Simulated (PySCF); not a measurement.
# Vertical excitation energies

Compound: C4H11NSi.
Structure used (GFN2-xTB), in Å, numbered top down from 1:
```xyz
17
C4H11NSi angstrom
C      2.360    0.190    0.207
N      1.118    0.606   -0.399
C      0.102   -0.433   -0.367
C     -1.188    0.019   -1.079
C     -2.083    0.329    0.136
Si    -0.812   -0.453    1.327
H      2.177   -0.031    1.260
H      2.793   -0.711   -0.257
H      3.084    1.001    0.139
H      1.287    0.890   -1.362
H      0.493   -1.385   -0.768
H     -1.602   -0.785   -1.686
H     -1.023    0.883   -1.723
H     -3.071   -0.123    0.074
H     -2.224    1.399    0.274
H     -0.261    0.397    2.377
H     -1.157   -1.783    1.838
```

Level of theory: TDDFT wB97X-D/def2-SVPD, vertical, gas phase, core orbitals frozen in the response in PySCF 2.14.0, density-fitted response routines.

```
state  λ (nm)  E (eV)       f  main configurations (H = HOMO, L = LUMO)
   S1   214.7    5.77   0.021                                 H→L (83%)
   S2   193.1    6.42   0.029     H→L+1 (40%), H→L+2 (21%), H→L+3 (16%)
   S3   181.7    6.82  0.0065      H→L+3 (61%), H→L+4 (12%), H→L+1 (9%)
   S4   179.0    6.93  0.0070     H→L+2 (52%), H→L+4 (22%), H→L+1 (16%)
   S5   173.4    7.15   0.029                   H-1→L (73%), H→L+4 (9%)
   S6   172.9    7.17   0.018     H→L+4 (28%), H→L+5 (23%), H-1→L (15%)
   S7   162.9    7.61   0.028     H→L+5 (48%), H→L+4 (16%), H-2→L (12%)
   S8   160.9    7.71   0.089                               H→L+7 (77%)
```

Triplets, Tamm–Dancoff:

```tsv
state	E (eV)	λ (nm)	main configurations (H = HOMO, L = LUMO)
T1	5.51	224.9	H→L (84%)
T2	6.14	202.0	H→L+1 (39%), H→L+3 (29%), H→L+2 (10%)
T3	6.63	187.0	H→L+3 (32%), H→L+4 (22%), H→L+2 (16%)
```

The lowest singlet lies at 5.77 eV (215 nm, ultraviolet) and is weak; its leading configuration is HOMO→LUMO (83%). The most intense listed level is S8 at 7.71 eV (161 nm, f = 0.089), 1.93 eV above S1. It is the last of those listed, so stronger ones may follow. Löwdin shares by element: HOMO nitrogen 49%, carbon 22% or more, silicon 7% (atoms not listed hold the other 22%); LUMO silicon 31%, hydrogen 20% or more, carbon 10% or more (atoms not listed hold the other 39%). Of the 8 states listed, 6 reach f = 0.01 and none stays under 0.0005. Weighted by f, the mean energy of these states is 7.19 eV. The oscillator strengths of these states sum to 0.227; summed over the whole spectrum of an exact calculation they would give the number of electrons, 56 (Thomas–Reiche–Kuhn). Only the lowest 8 singlets were computed, as vertical energies without vibronic structure.

One conformer stands for the species.
